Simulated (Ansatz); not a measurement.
Molecule: C2H6FSi, net charge 0, doublet state. It need not be the lowest isomer of its formula. 
Geometry from a B3LYP-D3(BJ)/def2-TZVP (Ansatz, a first-principles code) optimisation:
SMILES: F[Si](C)C
```xyz
10

C      1.5969     0.7121    -0.0749
Si    -0.0095    -0.2086    -0.3757
C     -1.5073     0.8845    -0.0919
F     -0.0823    -1.4125     0.7083
H      2.4615     0.0615    -0.2096
H      1.6149     1.1006     0.9484
H      1.6898     1.5533    -0.7647
H     -1.4934     1.2732     0.9314
H     -1.4990     1.7304    -0.7822
H     -2.4371     0.3335    -0.2363
```
Charge 0, spin multiplicity 2.

Wanted: atomisation energy (electronic, to ground-state atoms); the coupled-cluster value holds the core correlation from cc-pwCVTZ, in kcal/mol. Valence correlation only, unless marked. Open shells are spin-unrestricted. Spin-orbit coupling is left out. No relativistic terms. CBS(X,Y): correlation extrapolated as X^-3; Hartree-Fock from the larger set.

Level to compare with: CCSD(T)/CBS(cc-pV(T+d)Z,cc-pV(Q+d)Z) plus the core term (Ansatz), 897.5 kcal/mol. It is a level with limits of its own, and the differences hold the functionals' basis error too.

Q: Rank these functionals by how close they come to CCSD(T)/CBS(cc-pV(T+d)Z,cc-pV(Q+d)Z), closest first: B3LYP/def2-TZVPD (Ansatz); r2SCAN/def2-TZVPD (Ansatz); revPBE/def2-TZVPD (Ansatz).

A: r2SCAN/def2-TZVPD (meta-GGA, 897.8 kcal/mol, difference 0.3), B3LYP/def2-TZVPD (global hybrid, 887.1 kcal/mol, difference -10.4), revPBE/def2-TZVPD (GGA, 874.0 kcal/mol, difference -23.5)
